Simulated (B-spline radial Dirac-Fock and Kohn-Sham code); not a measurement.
**Scattering functions of I¹⁹⁺**

System: iodine as I¹⁹⁺ in the configuration [Ar] 3d10 4s2 4p4.

The run's input, task.json:

```json
{"items": [{
  "Z": 53,
  "q": 19,
  "cfg": [[1, 0, 2], [2, 0, 2], [2, 1, 6], [3, 0, 2], [3, 1, 6], [3, 2, 10], [4, 0, 2], [4, 1, 4]],
  "A": 127,
  "rrms": 4.75,
  "do": ["scatter"],
  "s": [0.0, 0.08, 0.09, 0.11, 0.13, 0.15, 0.18, 0.21, 0.25, 0.29, 0.34, 0.39, 0.46, 0.54, 0.63, 0.74, 0.87, 1.02, 1.2, 1.4, 1.64, 1.92, 2.25],
  "pz": [0, 0.1, 0.2, 0.3, 0.4, 0.5, 0.6, 0.8, 1.0, 1.2, 1.4, 1.6, 1.8, 2.0, 2.5, 3.0, 4.0, 5.0, 7.0, 10.0, 15.0, 20.0, 30.0, 40.0, 60.0, 100.0],
  "hv_scatter": [1000, 2000, 30000, 50000, 100000, 200000, 500000, 1000000]
}]}
```

Run with: `python xray_run.py task.json out`

The computed values come from a radial atomic solver: Dirac-Fock orbitals of the configuration average with a finite nucleus. f₀ is the Fourier transform of the spherical electron density, S the Waller-Hartree incoherent function, and s = sin θ/λ. The electron scattering factor follows from the Mott-Bethe formula f_e = 0.023934 Å⁻¹·(Z − f₀)/s².

```
s (Å⁻¹)      f₀       S  f_e (Å)
      0  34.000   0.000        –
   0.08  33.759   0.251   71.955
   0.09  33.696   0.316   57.041
   0.11  33.548   0.468   38.477
   0.13  33.372   0.647   27.798
   0.15  33.169   0.852   21.095
   0.18  32.817   1.202   14.909
   0.21  32.411   1.599   11.174
   0.25  31.794   2.186    8.121
   0.29  31.103   2.826    6.232
   0.34  30.152   3.672    4.730
   0.39  29.131   4.545    3.756
   0.46  27.630   5.770    2.870
   0.54  25.883   7.127    2.226
   0.63  23.966   8.563    1.751
   0.74  21.787  10.176    1.364
   0.87  19.508  11.894    1.059
   1.02  17.260  13.659    0.822
    1.2  14.974  15.532    0.632
    1.4  12.795  17.381    0.491
   1.64  10.581  19.350    0.377
   1.92   8.557  21.345    0.289
   2.25   6.926  23.313    0.218
```

f₀ starts at the number of electrons, 34, and has fallen to half at s ≈ 1.04 Å⁻¹. The sum of ⟨r²⟩ over the electrons is 5.146 bohr². For an ion f_e diverges as s goes to zero, because of the net charge.
